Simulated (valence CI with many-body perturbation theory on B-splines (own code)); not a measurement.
**Energy levels of Ta XXXIII**

Computed by relativistic CI+MBPT: five valence electrons over a frozen Dirac-Fock core [Kr], a basis of 7 s, 7 p, 8 d, 6 f, 4 g, 1 h functions for each j, with the one-electron correlation potential Σ1, the two-electron term Σ2, the three-electron term Σ3, Breit, model QED; selected CI, second order for the rest, scaled by the run's own slope (own B-spline code, finite nucleus).

No measured spectrum was set against this ion. As an estimate, large intervals hold to a few tenths of a per cent, small ones and those within an open d or f shell to about a per cent. Among the levels kept, up to 400 cm⁻¹ of a level comes from second order outside the variational space, and about a tenth of that is noise between levels of different J, which matters for small intervals. Only levels of the ground parity were solved; by the run's estimate the other parity begins above the list, which can be wrong where configurations are misplaced.

Levels 1 to 31 of 31, with energies above the lowest level, (4d3/2^4 4d5/2) J=5/2. "Leading %" is the weight of the configuration and term that name the level; weights of strongly mixed levels are sums over their largest components and can fall short, so below about 35 % the name and the second component can differ from the true leading terms, or belong to a minority configuration. In the jj column 3d3/2^4 stands for four electrons in 3d with j = 3/2.

```csv
No.,Configuration,Term,J,E (cm⁻¹),Leading %,Second component,Leading jj
1,4d⁵,⁴P,5/2,0,29,21 % 4d⁵ ²D,4d3/2^4 4d5/2 (90 %)
2,4d⁵,⁶S,5/2,93476,39,23 % 4d⁵ ²F,4d3/2^3 4d5/2^2 (84 %)
3,4d⁵,⁴G,7/2,130020,36,22 % 4d⁵ ²F,4d3/2^3 4d5/2^2 (98 %)
4,4d⁵,⁴D,3/2,133830,41,30 % 4d⁵ ⁴P,4d3/2^3 4d5/2^2 (97 %)
5,4d⁵,²H,11/2,137530,40,38 % 4d⁵ ⁴G,4d3/2^3 4d5/2^2 (97 %)
6,4d⁵,⁴G,9/2,149110,35,26 % 4d⁵ ²G,4d3/2^3 4d5/2^2 (94 %)
7,4d⁵,⁴D,5/2,156570,33,24 % 4d⁵ ²D,4d3/2^3 4d5/2^2 (88 %)
8,4d⁵,⁴P,1/2,163130,47,25 % 4d⁵ ²S,4d3/2^3 4d5/2^2 (86 %)
9,4d⁵,²F,7/2,172090,39,30 % 4d⁵ ²G,4d3/2^3 4d5/2^2 (95 %)
10,4d⁵,²D,3/2,213210,56,24 % 4d⁵ ⁴F,4d3/2^3 4d5/2^2 (80 %)
11,4d⁵,²D,5/2,223130,30,26 % 4d⁵ ⁶S,4d3/2^2 4d5/2^3 (83 %)
12,4d⁵,⁴D,7/2,245060,52,39 % 4d⁵ ⁴G,4d3/2^2 4d5/2^3 (98 %)
13,4d⁵,²I,11/2,250210,52,46 % 4d⁵ ⁴G,4d3/2^2 4d5/2^3 (98 %)
14,4d⁵,⁴G,9/2,255130,56,38 % 4d⁵ ²G,4d3/2^2 4d5/2^3 (94 %)
15,4d⁵,⁴D,1/2,262570,75,14 % 4d⁵ ²S,4d3/2^2 4d5/2^3 (96 %)
16,4d⁵,²I,13/2,267810,100,,4d3/2^2 4d5/2^3 (100 %)
17,4d⁵,⁴P,3/2,269580,53,33 % 4d⁵ ⁴F,4d3/2^2 4d5/2^3 (95 %)
18,4d⁵,²F,5/2,273300,42,29 % 4d⁵ ⁴D,4d3/2^2 4d5/2^3 (94 %)
19,4d⁵,²H,9/2,291730,52,47 % 4d⁵ ⁴F,4d3/2^2 4d5/2^3 (99 %)
20,4d⁵,²G,7/2,297020,61,34 % 4d⁵ ²F,4d3/2^2 4d5/2^3 (99 %)
21,4d⁵,⁴F,5/2,300920,62,25 % 4d⁵ ²D,4d3/2^2 4d5/2^3 (96 %)
22,4d⁵,²D,3/2,305800,87,7 % 4d⁵ ⁴D,4d3/2^2 4d5/2^3 (81 %)
23,4d⁵,⁴P,1/2,319770,37,33 % 4d⁵ ²P,4d3/2^2 4d5/2^3 (76 %)
24,4d⁵,²G,7/2,321650,44,37 % 4d⁵ ²F,4d3/2^2 4d5/2^3 (92 %)
25,4d⁵,²G,9/2,345130,74,14 % 4d⁵ ²H,4d3/2^2 4d5/2^3 (94 %)
26,4d⁵,⁴P,5/2,373230,34,21 % 4d⁵ ²F,4d3/2 4d5/2^4 (86 %)
27,4d⁵,²P,3/2,387560,72,26 % 4d⁵ ²D,4d3/2^2 4d5/2^3 (95 %)
28,4d⁵,²D,5/2,396020,67,21 % 4d⁵ ²F,4d3/2^2 4d5/2^3 (77 %)
29,4d⁵,⁴F,7/2,400460,30,30 % 4d⁵ ²F,4d3/2 4d5/2^4 (98 %)
30,4d⁵,²H,11/2,408960,57,26 % 4d⁵ ²I,4d3/2 4d5/2^4 (98 %)
31,4d⁵,²D,3/2,410180,32,28 % 4d⁵ ⁴D,4d3/2 4d5/2^4 (94 %)
```

The ionisation energy to 4d⁴ ³P0 of the next ion comes out as 1313.9 eV (NIST: 1313 ± 4 eV (theoretical)). All 31 levels together are meant to be complete up to 426990 cm⁻¹.
